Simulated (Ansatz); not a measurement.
Frontier orbitals of C₂H₃AlF₂, SMILES `F/C=[C](\F)[AlH2]`.

```xyz
8

F    -1.110   -2.346    0.023
C    -0.835   -1.053    0.142
C     0.327   -0.504   -0.217
F     1.278   -1.313   -0.732
Al    0.613    1.410    0.008
H    -1.646   -0.469    0.563
H     1.983    2.073   -0.413
H    -0.610    2.203    0.627
```

Total charge 0; spin multiplicity 1. Geometry: relaxed with PBE0-D4/def2-TZVP. Basis def2-TZVPP, Ansatz.

```
 functional  HOMO (eV)  LUMO (eV)  gap (eV)
LDA (SPW92)      -6.65      -2.91      3.74
        PBE      -6.43      -2.65      3.78
       PBE0      -7.68      -1.90      5.78
      B3LYP      -7.46      -2.12      5.34
  CAM-B3LYP      -9.03      -0.99      8.04
    LC-ωPBE     -10.34       0.11     10.45
    ωB97M-V      -9.89      -0.23      9.66
         HF     -10.45       0.83     11.28
```

From PBE to PBE0 the HOMO moves by −1.25 eV and the LUMO by +0.75 eV, and with ωB97M-V by −3.46 and +2.42 eV, so the gap grows from 3.78 to 9.67 eV with exact exchange.

B3LYP here is the variant with VWN-RPA as its local correlation; programs differ in this. LC-ωPBE has ω = 0.4 bohr⁻¹.
